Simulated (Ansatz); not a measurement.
Ligand exchange: C3H8Mg + In(NH2)3 → C3H9MgN + InH(NH2)2

Gas-phase species: C3H8Mg `C[CH](C)[MgH]`, singlet; In(NH2)3, singlet; C3H9MgN `C[CH](C)[Mg][NH2]`, singlet; InH(NH2)2, singlet. The partners trade H for NH2: Mg–H and In–NH2 bonds give way to Mg–NH2 and In–H.

Shapes, held fixed at every level: PBE0-D4/def2-TZVP. Programs: Ansatz 0.2.0. Electronic energies: no zero-point or thermal term.

```json
{"level": "HF/def2-TZVPP", "kind": "Hartree–Fock", "ΔE (kJ/mol)": "-59.3", "less CCSD(T)/def2-TZVPP": "-0.9"}
{"level": "PBE-D4/def2-TZVPP", "kind": "GGA", "ΔE (kJ/mol)": "-58.4", "less CCSD(T)/def2-TZVPP": "0.0"}
{"level": "B2PLYP/def2-TZVPP", "kind": "double hybrid", "ΔE (kJ/mol)": "-62.8", "less CCSD(T)/def2-TZVPP": "-4.4"}
{"level": "MP2/def2-SVP", "kind": "perturbation theory", "ΔE (kJ/mol)": "-67.8", "less CCSD(T)/def2-TZVPP": "-9.4"}
{"level": "MP2/def2-TZVPP", "kind": "perturbation theory", "ΔE (kJ/mol)": "-60.9", "less CCSD(T)/def2-TZVPP": "-2.5"}
{"level": "CCSD/def2-TZVPP", "kind": "coupled cluster or CI", "ΔE (kJ/mol)": "-60.2", "less CCSD(T)/def2-TZVPP": "-1.8"}
{"level": "CCSD(T)/def2-TZVPP", "kind": "coupled cluster or CI", "ΔE (kJ/mol)": "-58.4", "less CCSD(T)/def2-TZVPP": "0.0"}
```

The highest level, CCSD(T)/def2-TZVPP, gives ΔE = -58.4 kJ/mol; the levels span -67.8 to -58.4. The column of differences is taken from that level and isn't an error. No measured value is set beside it here. For atoms past krypton def2 sets carry core potentials with scalar relativity. Outer-core shells of In, Mg are correlated, in sets that cover them unevenly.
